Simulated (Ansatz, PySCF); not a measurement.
Molecule: C$_{4}$H$_{7}$O, charge 0, multiplicity 2. It need not be the lowest isomer of its formula. SMILES: C[CH]CC=O
Geometry from a B3LYP-D3(BJ)/def2-TZVP (Ansatz, a quantum-chemistry and plane-wave program) optimisation:
```
C
H 1 1.0800
C 1 1.4802 2 118.15
H 3 1.1043 1 112.08 2 -122.43
H 3 1.1043 4 102.92 1 120.61
C 1 1.4836 2 121.24 3 180.00
H 6 1.0895 1 111.88 2 0.00
H 6 1.0990 7 107.67 1 123.24
H 6 1.0990 7 107.67 8 113.52
C 3 1.5075 4 106.45 5 111.76
O 10 1.2027 3 125.22 4 125.36
H 10 1.1107 11 120.48 3 180.00
```
Charge 0, spin multiplicity 2.

Quantity: atomisation energy (electronic, to ground-state atoms), in kcal/mol. Correlated levels leave the core frozen unless marked. UHF or UKS for open shells. Spin-orbit coupling is left out. No relativistic terms. The coupled-cluster limit lacks core correlation, which all-electron functionals hold. CBS marks a two-point X^-3 extrapolation of the correlation energy; Hartree-Fock from the larger set. [CCSD(T)-MP2]/basis is that difference in the basis named.

```
level                       program  atomisation energy (kcal/mol)
--------------------  -------------  -----------------------------
HF/def2-TZVPD                 PySCF                          855.7
HF-D3(BJ)/def2-TZVPD  PySCF + dftd3                          896.1
```

### Question
Estimate the value at RI-MP2/CBS(cc-pVTZ,cc-pVQZ)+[CCSD(T)-MP2]/cc-pVTZ as computed with Ansatz.

### Answer
1158.2 kcal/mol, so HF-D3(BJ)/def2-TZVPD differs from it by -262.1 kcal/mol.
